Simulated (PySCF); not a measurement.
Predicted microwave data (PBE0-D3(BJ)/def2-SVP geometry optimisation, gas phase in PySCF 2.14.0) for one isomer of C9H6N2:

| Property | Result |
| --- | --- |
| Rotational constants | A = 4000, B = 722.6, C = 612.1 MHz |
| Dipole components | \|μa\| = 2.60 D, \|μb\| = 2.72 D, \|μc\| = 0.00 D |
| Inertial defect | 0.00 u·Å² |
| κ | -0.93 |

Task: Which candidate fits, each taken in the one conformer that was computed?
A. `CC1=C(C#N)C=CC(C#N)=C1`
B. `[N:1]#[C:2][CH2:3][C:4]1=[CH:5][C@H:6]2[C@@H:7]3[C@H:8]2[C@:9]13[C:10]#[N:11]` with C2–C3–C4–C5 0°
C. `[CH2:1]=[CH:2][CH2:3][C:4]#[C:5]/[C:6]([C:7]#[N:8])=[CH:9]\[C:10]#[N:11]` with C1–C2–C3–C4 123°
D. `C#CC1=CN2C=CC=CC2=N1`
E. `Cc1cccc(C#N)c1C#N`

Result: D. It is C#Cc1cn2ccccc2n1, a near-prolate asymmetric top, point group Cs. The candidates at the same level (rigid rotor, commonest isotopes):

```
                              SMILES  A (MHz)  B (MHz)  C (MHz)  μa (D)  μb (D)  μc (D)  Δ (u·Å²)  point group                        rotor
                   Cc1cc(C#N)ccc1C#N     2882    676.8    550.0    0.51    0.57    0.00     -3.14           Cs               asymmetric top
                C=CCC#C/C(C#N)=C\C#N     1418    601.1    440.7    2.24    0.61    0.36    -50.36           C1               asymmetric top
N#CCC1=C[C@H]2[C@@H]3[C@H]2[C@]13C#N     1884    900.5    637.8    3.06    2.90    0.00    -37.07           Cs               asymmetric top
                    C#Cc1cn2ccccc2n1     4000    722.6    612.1    2.60    2.72    0.00      0.00           Cs  near-prolate asymmetric top
                   Cc1cccc(C#N)c1C#N     1504     1176    662.7    5.99    3.67    0.00     -3.14           Cs               asymmetric top
```

`N#CCC1=C[C@H]2[C@@H]3[C@H]2[C@]13C#N` has A 53 % too low; `C=CCC#C/C(C#N)=C\C#N` has A 65 % too low; `Cc1cccc(C#N)c1C#N` has B 63 % too high; `Cc1cc(C#N)ccc1C#N` has A 28 % too low. In the right answer the mirror of this Cs structure is the ab plane, so μc vanishes by symmetry (the 0.01 D computed is a residue). No structure here is proved a minimum.
